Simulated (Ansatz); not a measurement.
(H2Al-mu-NH2)2 (Al2N2H8). Total charge 0; singlet. Geometry PBE0-D4/def2-SVP, basis def2-TZVP, Ansatz.

Cartesian coordinates in Å:
```
Al 0.462 0.057 1.345
H 1.858 -0.634 1.691
H -0.439 0.808 2.425
N -0.649 -1.167 0.273
Al -0.464 -0.056 -1.344
H -1.859 0.635 -1.694
H 0.439 -0.809 -2.422
N 0.647 1.168 -0.273
H -1.607 -1.271 0.608
H -0.275 -2.113 0.183
H 1.607 1.265 -0.607
H 0.279 2.116 -0.186
```

```
run  HOMO (eV)  LUMO (eV)
  A      -9.19       0.43
  B      -7.10      -0.88
  C      -7.78      -0.49
  D      -7.00      -0.52
  E      -7.55      -0.62
  F      -6.69      -1.01
```

B3LYP takes the VWN-RPA correlation. HSE06 is defined as in plane-wave codes, on full-range PBE exchange.

Question: The runs used B3LYP, B97M-V, BHLYP, HSE06, PBE, r2SCAN. Estimate which is which.

Answer: A BHLYP (50 % exact exchange); B B97M-V (0 % exact exchange); C B3LYP (20 % exact exchange); D r2SCAN (0 % exact exchange); E HSE06 (range-separated); F PBE (0 % exact exchange). Exact exchange lowers occupied and raises empty levels; among semilocal functionals meta-GGAs tend to open the gap a little, and such runs are hard to tell apart. The gap grows from 5.67 eV (PBE) to 9.63 eV (BHLYP).
